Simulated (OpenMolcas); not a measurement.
Computed transition rates of P+

```
Program             : OpenMolcas
Method              : SS-CASPT2, IPEA 0.25 Eh, imaginary shift 0.1 Eh (closed shells correlated: 2s 2p)
Basis               : ANO-R3 [6s5p4d2f1g]
Scalar Hamiltonian  : X2C, finite nucleus
Active space        : 4 electrons in 4 orbitals (3s 3p)
State averaging     : 2S+1 = 3 even, 3 roots; 2S+1 = 1 even, 6 roots; 2S+1 = 5 odd, 1 root; 2S+1 = 3 odd, 9 roots; 2S+1 = 1 odd, 8 roots
Spin-orbit coupling : RASSI with atomic mean-field integrals over the reference wave functions, term energies averaged over their components
```

Rates come from the transition moments of the reference wave functions (E1 and E2 in the length form). At fixed line strength A goes as λ^-3 for E1 and M1 and as λ^-5 for E2, so a rate at the computed wavelength can be rescaled to the measured one. Measured vacuum wavelengths follow from level energies in NIST Handbook of Basic Atomic Spectroscopic Data. Branching counts decays inside the model space alone, at computed energies, and the table is only a selection of the E2 and M1 lines, drawn from those between levels with measured partners whose computed energy lies within a factor of 1.5 of the measured one.

| Upper | Lower | Type | λ computed (nm) | λ measured (nm) | A computed (s-1) | A rescaled (s-1) | Branching % |
| --- | --- | --- | --- | --- | --- | --- | --- |
| 3s2 3p2 3P1 | 3s2 3p2 3P0 | M1 | 68700 | 60640 | 5.57e-05 | 8.10e-05 | 100.0 |
| 3s2 3p2 3P2 | 3s2 3p2 3P1 | M1 | 36960 | 32870 | 2.68e-04 | 3.81e-04 | 100.0 |
| 3s2 3p2 1D2 | 3s2 3p2 3P2 | M1 | 1273 | 1189 | 1.19e-02 |  | 72.7 |
| 3s2 3p2 1D2 | 3s2 3p2 3P1 | M1 | 1231 | 1147 | 4.41e-03 |  | 26.8 |
| 3s2 3p2 1S0 | 3s2 3p2 1D2 | E2 | 851.3 | 787.8 | 1.17e+00 | 1.72e+00 | 87.3 |
| 3s2 3p2 1S0 | 3s2 3p2 3P1 | M1 | 503.3 | 467.1 | 1.67e-01 |  | 12.4 |

Spin-changing lines and M1 lines between different terms are not rescaled, since their strength hangs on the term gaps too.

The largest correction is for 3s2 3p2 1S0 → 3s2 3p2 1D2 (E2): 1.17e+00 × (851.3 / 787.8)^5 = 1.72e+00 s-1, a factor of 1.47.

No measured rate stands beside these. Rescaling mends the energy factor alone: line strengths can still be far off where a level mixes with configurations outside the active space, and weak or spin-changing lines hang on small mixing coefficients that depend on the term gaps too, so rescaling need not improve them.

Over all roots computed the reference weight is 0.85 to 0.98; the roots of lowest weight are the least certain, and an intruder state may touch them. Computed and measured levels are paired by configuration, term and J; levels that our copy of the source lacks, or whose pairing is in doubt (as where it misses far off the trend of its configuration), stay unpaired. Only configurations of the active space appear.
